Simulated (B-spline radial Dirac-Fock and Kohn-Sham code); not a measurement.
# Binding energies of Se at several levels of theory

System: the Se atom, [Ar] 3d10 4s1 4p5 (an excited configuration).

The density-functional columns are spherical, spin-unpolarised Dirac-Kohn-Sham results without Breit or QED terms: −ε is minus the orbital energy of the initial state and ΔSCF the difference of two total energies. The reference in the last column comes from Dirac-Fock ΔSCF + Breit + QED. All numbers are from a radial atomic solver, in eV; a selection of levels is shown. The Kohn-Sham columns are given as differences from the reference. For the 1s level of heavy atoms much of the gap between ΔSCF and the reference is the Breit and QED part, -27.3 eV here; for other levels the error of the functional can be larger.

```csv
level,LDA −ε − DF,LDA ΔSCF − DF,Dirac-Fock
K,-185.7,+24.0,12666.6
L1,-64.0,-31.2,1669.6
L2,-44.4,-3.7,1486.3
M2,-22.2,-10.8,180.5
M4,-9.4,+1.6,64.86
M5,-9.4,+1.5,64.01
N1,-6.6,-1.5,24.93
"N2,3",-2.6,+1.8,9.86
```

Values without a named source are computed, but for edge energies of neutral atoms, which are taken from tables.
